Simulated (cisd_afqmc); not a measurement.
Input (AFQMC/CISD/aug-cc-pVTZ; cisd_afqmc is a phaseless AFQMC code with CISD trial states that reads the integrals written by Ansatz):

Ansatz 0.2 input:
```python
import cisd_afqmc

open("ham.yaml", "w").write("""\
crystal:
  periodic: [false, false, false]
  atoms:
    - {symbol: N, position_ang: [-0.00000000, -0.00000000, -1.26217169]}
    - {symbol: C, position_ang: [-0.00000000, -0.00000000, -0.04055002]}
    - {symbol: O, position_ang: [0.00000000, 0.00000000, 1.13481274]}
basis:
  gaussian:
    orbitals: aug-cc-pVTZ
magnetization: {spin_polarized: true, initial_magnetization: 1}
correlation: {method: ccsd, electrons: outside_noble_gas, hamiltonian_folder: ham}
""")
rep = cisd_afqmc.ansatz("ham.yaml")
e_ccsd = rep["correlation"]["coupled_cluster"]["energy"]["hartree"]
out = cisd_afqmc.run("ham", e_ccsd, trial="CISD", walkers=1000, populations=1, threads=12, dt=0.005, steps=40, early=24, settle=10, least=100,
    cut=5e-5, rank_cut=2e-4, target=0.0004, seconds=1000, seed=4, memory=62639, gpu=True)
```

Output:

```
WARN ansatz::render: the results are in doubt because among natural orbitals full CI differs from the method by -0.129 eV
orbitals 135, occupied [8, 7], factors 645 of 844, rank of the doubles 680 of 1912
E(HF) = -167.192665
E(CCSD) on the cut factors = -167.734594, shift to the whole factors -0.000002
Energy of the trial state on the determinant = -167.734599
  tau behind 7.2 of longer steps, mean of the populations' last blocks
   2.0  -167.76092
   4.0  -167.76303
   6.0  -167.76298
   8.0  -167.76465
  10.0  -167.76239
  12.0  -167.76428
  14.0  -167.76566
  16.0  -167.76242
  18.0  -167.76330
  20.0  -167.76510
  22.0  -167.76761
  24.0  -167.76520
  26.0  -167.76403
  28.0  -167.76507
  30.0  -167.76364
  32.0  -167.75969
  34.0  -167.76004
  36.0  -167.76124
  38.0  -167.76399
  40.0  -167.76202
  42.0  -167.76074
  44.0  -167.76327
  46.0  -167.76364
  48.0  -167.76370
  50.0  -167.76289
  52.0  -167.76382
blocks 256 (0 outliers left out), error by blocks joined: 1: 0.00021, 2: 0.00025, 4: 0.00029, 8: 0.00036, 16: 0.00039
E(AFQMC/CISD) = -167.76345 +/- 0.00039
```

The determinant is spin-contaminated: <S^2> is 0.84, 0.09 over the pure value.

The two halves of the walk average -167.76426 and -167.76264 Eh, farther apart than the printed bar allows, so the bar may be too narrow.

The run carries these doubts: large difference.
